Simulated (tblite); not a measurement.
Species: C₉H₈.
Structure used (GFN2-xTB), in Å, numbered top down from 1:
```
atom  x, y, z in Å
C1     3.4898    0.6134   -0.1597
C2     2.4525   -0.1379    0.0130
C3     1.4033   -0.8945    0.1845
C4     0.0205   -0.4395    0.0946
C5    -1.0210   -1.3434    0.2977
C6    -2.3373   -0.9298    0.2183
C7    -2.6360    0.3920   -0.0658
C8    -1.6085    1.2996   -0.2715
C9    -0.2924    0.8900   -0.1916
H10    3.9584    1.1367    0.6593
H11    3.9408    0.7468   -1.1308
H12    1.5449   -1.9448    0.4119
H13   -0.7953   -2.3772    0.5201
H14   -3.1343   -1.6413    0.3799
H15   -3.6650    0.7143   -0.1263
H16   -1.8381    2.3320   -0.4943
H17    0.5107    1.5957   -0.3492
```

Method: GFN2-xTB as coded in tblite; computed harmonic values from a numerical Hessian at the method's own geometry, unscaled. Errors from tens to a few hundred cm⁻¹ against measured bands are possible. One conformer, not necessarily the lowest.

Harmonic wavenumbers (cm⁻¹): 54.0, 108.2, 188.2, 302.2, 302.8, 370.2, 406.9, 421.4, 572.1, 588.3, 598.4, 666.2, 760.2, 809.3, 858.4, 862.6, 874.2, 896.3, 927.1, 931.0, 962.1, 986.4, 1083.0, 1117.4, 1131.8, 1182.4, 1191.9, 1212.3, 1284.4, 1317.4, 1335.2, 1421.6, 1448.9, 1479.3, 1583.4, 1597.7, 2069.1, 3022.3, 3066.0, 3066.1, 3069.5, 3069.6, 3077.0, 3082.7, 3091.0.

A = 4654, B = 1013, C = 836.4 MHz; mass 116.063 u (most abundant isotopes); point group Cs, symmetry number 1.

Question: Zero-point energy?

Answer: Half the sum of the wavenumbers: 29223 cm⁻¹ = 349.59 kJ/mol.

Question: What is S at 350 K and 1 bar for an ideal gas of classical rigid rotors and harmonic oscillators?

Answer: Translation 171.48, rotation 122.46, vibration 100.81: S = 394.7 J/(mol K).

Question: And Cp and H(350 K) − H(0)?

Answer: Cp = 160.03 J/(mol K), of which vibrations give 126.77 (their classical limit is 45 R = 374.2); H(350 K) − H(0) = 31.53 kJ/mol without the zero-point energy, 19.89 from vibrations.

Question: Blend soft modes into free rotors: weight 1/[1 + (100 cm⁻¹/ν̃)⁴] for the oscillator and the rest for a rotor with moment μB/(μ + B), μ = h/(8π²ν), B = 10⁻⁴⁴ kg m². What vibrational entropy results?

Answer: 94.39 J/(mol K) in place of 100.81, which changes −T·S at 350 K by +2.25 kJ/mol.

Question: How do the functions run with temperature in this model?

Answer: 
```json
{"T (K)": "150", "S (J/(mol K))": "299.8", "Cp (J/(mol K))": "77.2", "H − H(0) (kJ/mol)": "7.95", "G − H(0) (kJ/mol)": "-37.02", "ln q(vib)": "1.72"}
{"T (K)": "250", "S (J/(mol K))": "348.4", "Cp (J/(mol K))": "117.5", "H − H(0) (kJ/mol)": "17.63", "G − H(0) (kJ/mol)": "-69.46", "ln q(vib)": "3.41"}
{"T (K)": "298.15", "S (J/(mol K))": "370.9", "Cp (J/(mol K))": "138.3", "H − H(0) (kJ/mol)": "23.79", "G − H(0) (kJ/mol)": "-86.78", "ln q(vib)": "4.30"}
{"T (K)": "400", "S (J/(mol K))": "417.4", "Cp (J/(mol K))": "179.6", "H − H(0) (kJ/mol)": "40.03", "G − H(0) (kJ/mol)": "-126.94", "ln q(vib)": "6.28"}
{"T (K)": "600", "S (J/(mol K))": "502.7", "Cp (J/(mol K))": "241.0", "H − H(0) (kJ/mol)": "82.53", "G − H(0) (kJ/mol)": "-219.11", "ln q(vib)": "10.41"}
{"T (K)": "900", "S (J/(mol K))": "612.1", "Cp (J/(mol K))": "297.0", "H − H(0) (kJ/mol)": "164.00", "G − H(0) (kJ/mol)": "-386.87", "ln q(vib)": "16.57"}
```

q(vib) and H(0) count from the zero-point level.

Question: What must be added to the electronic energy to get the Gibbs energy at 350 K and 1 bar?

Answer: ZPE + [H(350 K) − H(0)] − T·S = 349.59 + 31.53 − 138.16 = 242.96 kJ/mol.

Question: Which modes carry the vibrational entropy at 350 K?

Answer: 54.0 cm⁻¹: 20.85; 108.2 cm⁻¹: 15.12; 188.2 cm⁻¹: 10.65; 302.2 cm⁻¹: 7.03; 302.8 cm⁻¹: 7.01; 370.2 cm⁻¹: 5.58 J/(mol K); the other 39 give 34.57 together.

Hindered rotation and anharmonicity are outside this model. Other conformers, if any are populated, would add a mixing term that is left out.
